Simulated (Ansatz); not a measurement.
A short molecular-dynamics run on H₆Au₃ (the lowest doublet isomer of a short search).

```yaml
crystal:
  periodic: [false, false, false]
  atoms:
    - {symbol: Au, position_ang: [1.523836, 0.390640, -0.379355]}
    - {symbol: Au, position_ang: [-0.081102, 1.008267, 1.685234]}
    - {symbol: Au, position_ang: [0.134404, -1.243283, -2.100836]}
    - {symbol: H, position_ang: [-0.967634, -2.139875, -2.828151]}
    - {symbol: H, position_ang: [-1.446963, 1.183609, 2.825444]}
    - {symbol: H, position_ang: [1.507331, 1.317332, 1.137005]}
    - {symbol: H, position_ang: [-0.774935, -0.795079, -0.755959]}
    - {symbol: H, position_ang: [-1.738400, 0.653572, 2.246597]}
    - {symbol: H, position_ang: [1.843463, -0.375204, -1.829988]}
basis:
  gaussian: {orbitals: def2-SVP}
magnetization: {spin_polarized: true, initial_magnetization: 1}
hamiltonian: {xc: {name: BLYP}}
md: {timestep: 0.5 fs, n_steps: 15, ensemble: nve, temperature: 1500, initial_velocities: maxwell_boltzmann, seed: 332}
scf: {omitted_lower_state_checks: [starts]}
```

```sh
$ ansatz run in.yaml --threads 4 --pin off --events-out ev --progress --plain --max-ram 3916MiB
```

| step | time (fs) | potential energy (eV) | kinetic (eV) | T (K) | conserved (eV) |
| --- | --- | --- | --- | --- | --- |
| 0 | 0.0 | -11174.6176 | 1.3572 | 1500 | -11173.2604 |
| 1 | 0.5 | -11174.6181 | 1.3578 | 1501 | -11173.2603 |
| 2 | 1.0 | -11174.5950 | 1.3349 | 1475 | -11173.2601 |
| 3 | 1.5 | -11174.5508 | 1.2910 | 1427 | -11173.2599 |
| 4 | 2.0 | -11174.4889 | 1.2293 | 1359 | -11173.2596 |
| 5 | 2.5 | -11174.4136 | 1.1543 | 1276 | -11173.2593 |
| 6 | 3.0 | -11174.3298 | 1.0708 | 1183 | -11173.2589 |
| 7 | 3.5 | -11174.2425 | 0.9839 | 1087 | -11173.2586 |
| 8 | 4.0 | -11174.1566 | 0.8983 | 993 | -11173.2584 |
| 9 | 4.5 | -11174.0763 | 0.8182 | 904 | -11173.2581 |
| 10 | 5.0 | -11174.0049 | 0.7469 | 826 | -11173.2580 |
| 11 | 5.5 | -11173.9447 | 0.6867 | 759 | -11173.2579 |
| 12 | 6.0 | -11173.8966 | 0.6386 | 706 | -11173.2579 |
| 13 | 6.5 | -11173.8605 | 0.6025 | 666 | -11173.2580 |
| 14 | 7.0 | -11173.8355 | 0.5774 | 638 | -11173.2581 |
| 15 | 7.5 | -11173.8200 | 0.5618 | 621 | -11173.2582 |

Velocities are drawn at the set temperature; a run this short doesn't reach equilibrium.

In the def2 sets Au takes a core potential; there is no spin–orbit coupling.

Frames (Å, forces in eV/Å):

```xyz
9
time=0.0 fs
Au    1.524    0.391   -0.379    0.317    0.069   -0.094
Au   -0.081    1.008    1.685   -0.055    0.051    0.121
Au    0.134   -1.243   -2.101   -0.045   -0.153   -0.223
H    -0.968   -2.140   -2.828   -0.185   -0.195   -0.190
H    -1.447    1.184    2.825   -0.091    0.152    0.288
H     1.507    1.317    1.137    0.189    0.174    0.154
H    -0.775   -0.795   -0.756   -0.147    0.032    0.152
H    -1.738    0.654    2.247   -0.216   -0.140   -0.070
H     1.843   -0.375   -1.830    0.232    0.010   -0.138
9
time=0.5 fs
Au    1.523    0.391   -0.379    0.397   -0.090   -0.292
Au   -0.081    1.008    1.685   -0.011    0.015    0.068
Au    0.135   -1.243   -2.101   -0.177   -0.161   -0.090
H    -0.956   -2.158   -2.836   -0.150   -0.124   -0.126
H    -1.429    1.193    2.815   -0.200    0.133    0.323
H     1.528    1.285    1.160    0.123    0.160    0.123
H    -0.797   -0.789   -0.736   -0.011   -0.032   -0.059
H    -1.758    0.672    2.242   -0.098   -0.078   -0.066
H     1.852   -0.411   -1.845    0.127    0.175    0.118
9
time=1.0 fs
Au    1.522    0.391   -0.379    0.469   -0.227   -0.441
Au   -0.080    1.008    1.685    0.041   -0.021    0.012
Au    0.135   -1.243   -2.101   -0.291   -0.184    0.011
H    -0.945   -2.176   -2.844   -0.112   -0.046   -0.058
H    -1.412    1.203    2.805   -0.333    0.092    0.332
H     1.548    1.253    1.182    0.046    0.144    0.087
H    -0.820   -0.783   -0.716    0.107   -0.085   -0.238
H    -1.778    0.691    2.238    0.044    0.007   -0.032
H     1.861   -0.447   -1.860    0.027    0.320    0.327
9
time=1.5 fs
Au    1.522    0.392   -0.379    0.533   -0.343   -0.544
Au   -0.080    1.008    1.685    0.102   -0.057   -0.044
Au    0.135   -1.243   -2.101   -0.383   -0.218    0.083
H    -0.934   -2.195   -2.853   -0.072    0.035    0.010
H    -1.395    1.213    2.796   -0.486    0.040    0.325
H     1.569    1.222    1.205   -0.040    0.128    0.046
H    -0.842   -0.777   -0.696    0.207   -0.129   -0.387
H    -1.798    0.710    2.233    0.204    0.101    0.019
H     1.871   -0.482   -1.875   -0.066    0.444    0.492
9
time=2.0 fs
Au    1.521    0.392   -0.379    0.590   -0.440   -0.608
Au   -0.080    1.007    1.685    0.170   -0.092   -0.100
Au    0.135   -1.243   -2.101   -0.456   -0.261    0.132
H    -0.923   -2.213   -2.861   -0.033    0.116    0.077
H    -1.379    1.223    2.788   -0.647   -0.012    0.312
H     1.590    1.191    1.228   -0.134    0.113    0.000
H    -0.863   -0.772   -0.677    0.291   -0.164   -0.508
H    -1.817    0.729    2.229    0.370    0.192    0.077
H     1.880   -0.516   -1.888   -0.152    0.548    0.618
9
time=2.5 fs
Au    1.520    0.393   -0.379    0.640   -0.519   -0.641
Au   -0.079    1.007    1.685    0.245   -0.126   -0.152
Au    0.136   -1.243   -2.101   -0.510   -0.309    0.162
H    -0.912   -2.232   -2.869    0.004    0.195    0.140
H    -1.365    1.233    2.780   -0.807   -0.056    0.303
H     1.610    1.160    1.252   -0.232    0.100   -0.049
H    -0.884   -0.767   -0.660    0.359   -0.192   -0.606
H    -1.836    0.748    2.225    0.531    0.271    0.132
H     1.888   -0.549   -1.900   -0.230    0.634    0.712
9
time=3.0 fs
Au    1.520    0.393   -0.379    0.683   -0.583   -0.650
Au   -0.079    1.007    1.684    0.325   -0.157   -0.200
Au    0.136   -1.243   -2.101   -0.548   -0.358    0.179
H    -0.901   -2.249   -2.877    0.035    0.269    0.198
H    -1.353    1.243    2.774   -0.954   -0.086    0.299
H     1.630    1.129    1.275   -0.332    0.091   -0.100
H    -0.904   -0.762   -0.644    0.415   -0.213   -0.684
H    -1.853    0.769    2.221    0.676    0.332    0.177
H     1.897   -0.580   -1.910   -0.300    0.705    0.780
9
time=3.5 fs
Au    1.519    0.393   -0.379    0.719   -0.636   -0.640
Au   -0.079    1.007    1.684    0.408   -0.186   -0.240
Au    0.136   -1.243   -2.101   -0.573   -0.408    0.186
H    -0.890   -2.266   -2.885    0.062    0.338    0.250
H    -1.344    1.252    2.768   -1.079   -0.101    0.304
H     1.649    1.098    1.297   -0.431    0.087   -0.153
H    -0.923   -0.758   -0.629    0.460   -0.229   -0.745
H    -1.868    0.789    2.217    0.795    0.372    0.210
H     1.904   -0.609   -1.918   -0.362    0.763    0.827
9
time=4.0 fs
Au    1.518    0.394   -0.379    0.750   -0.680   -0.616
Au   -0.078    1.006    1.684    0.492   -0.211   -0.270
Au    0.136   -1.243   -2.101   -0.586   -0.455    0.188
H    -0.879   -2.283   -2.892    0.082    0.399    0.294
H    -1.336    1.262    2.762   -1.176   -0.100    0.314
H     1.667    1.068    1.320   -0.528    0.086   -0.206
H    -0.941   -0.754   -0.617    0.496   -0.241   -0.791
H    -1.882    0.811    2.214    0.883    0.391    0.230
H     1.910   -0.637   -1.924   -0.415    0.811    0.857
9
time=4.5 fs
Au    1.518    0.394   -0.379    0.775   -0.717   -0.584
Au   -0.078    1.006    1.684    0.576   -0.231   -0.288
Au    0.137   -1.242   -2.101   -0.590   -0.499    0.188
H    -0.868   -2.298   -2.898    0.096    0.452    0.330
H    -1.332    1.271    2.758   -1.238   -0.087    0.329
H     1.683    1.038    1.342   -0.620    0.091   -0.258
H    -0.958   -0.752   -0.606    0.525   -0.250   -0.827
H    -1.894    0.834    2.212    0.935    0.390    0.236
H     1.916   -0.662   -1.928   -0.458    0.851    0.874
9
time=5.0 fs
Au    1.517    0.394   -0.379    0.795   -0.750   -0.547
Au   -0.077    1.006    1.684    0.655   -0.246   -0.292
Au    0.137   -1.242   -2.101   -0.588   -0.538    0.186
H    -0.857   -2.312   -2.903    0.103    0.495    0.358
H    -1.331    1.280    2.754   -1.262   -0.061    0.347
H     1.698    1.008    1.363   -0.706    0.100   -0.308
H    -0.973   -0.749   -0.598    0.548   -0.256   -0.853
H    -1.903    0.858    2.210    0.948    0.370    0.227
H     1.921   -0.686   -1.930   -0.493    0.885    0.882
9
time=5.5 fs
Au    1.516    0.395   -0.378    0.810   -0.779   -0.507
Au   -0.077    1.006    1.684    0.729   -0.256   -0.283
Au    0.137   -1.242   -2.101   -0.582   -0.571    0.186
H    -0.845   -2.325   -2.908    0.103    0.530    0.378
H    -1.332    1.289    2.751   -1.245   -0.024    0.370
H     1.712    0.979    1.383   -0.785    0.113   -0.355
H    -0.987   -0.747   -0.591    0.566   -0.260   -0.872
H    -1.910    0.882    2.208    0.921    0.333    0.201
H     1.924   -0.707   -1.930   -0.518    0.915    0.881
9
time=6.0 fs
Au    1.516    0.395   -0.378    0.821   -0.806   -0.467
Au   -0.077    1.005    1.683    0.795   -0.260   -0.260
Au    0.137   -1.242   -2.101   -0.573   -0.598    0.188
H    -0.833   -2.337   -2.911    0.097    0.554    0.390
H    -1.337    1.297    2.749   -1.183    0.024    0.400
H     1.723    0.949    1.403   -0.856    0.130   -0.399
H    -1.000   -0.746   -0.586    0.579   -0.262   -0.885
H    -1.915    0.907    2.207    0.852    0.278    0.157
H     1.926   -0.727   -1.927   -0.532    0.940    0.875
9
time=6.5 fs
Au    1.515    0.395   -0.378    0.827   -0.831   -0.427
Au   -0.076    1.005    1.683    0.852   -0.259   -0.224
Au    0.138   -1.242   -2.101   -0.563   -0.618    0.194
H    -0.821   -2.347   -2.914    0.085    0.568    0.394
H    -1.344    1.306    2.748   -1.076    0.082    0.441
H     1.733    0.920    1.422   -0.918    0.151   -0.438
H    -1.011   -0.746   -0.584    0.590   -0.263   -0.893
H    -1.918    0.933    2.207    0.740    0.208    0.090
H     1.927   -0.744   -1.923   -0.537    0.963    0.864
9
time=7.0 fs
Au    1.515    0.396   -0.378    0.829   -0.854   -0.390
Au   -0.076    1.005    1.683    0.899   -0.254   -0.177
Au    0.138   -1.242   -2.101   -0.553   -0.630    0.204
H    -0.808   -2.356   -2.915    0.066    0.572    0.389
H    -1.354    1.315    2.748   -0.925    0.149    0.497
H     1.740    0.892    1.440   -0.970    0.174   -0.473
H    -1.021   -0.746   -0.584    0.597   -0.263   -0.898
H    -1.919    0.960    2.207    0.589    0.123   -0.003
H     1.926   -0.758   -1.917   -0.532    0.984    0.849
9
time=7.5 fs
Au    1.514    0.396   -0.378    0.827   -0.876   -0.355
Au   -0.075    1.005    1.683    0.933   -0.245   -0.119
Au    0.138   -1.242   -2.101   -0.543   -0.635    0.219
H    -0.796   -2.364   -2.916    0.041    0.565    0.377
H    -1.367    1.324    2.749   -0.735    0.224    0.571
H     1.745    0.863    1.456   -1.013    0.199   -0.501
H    -1.030   -0.747   -0.585    0.602   -0.262   -0.899
H    -1.918    0.987    2.206    0.404    0.027   -0.123
H     1.924   -0.771   -1.908   -0.516    1.002    0.831
```

Hardware: 4 threads of Arm Neoverse V2 on a shared host. Wall time 44 s.
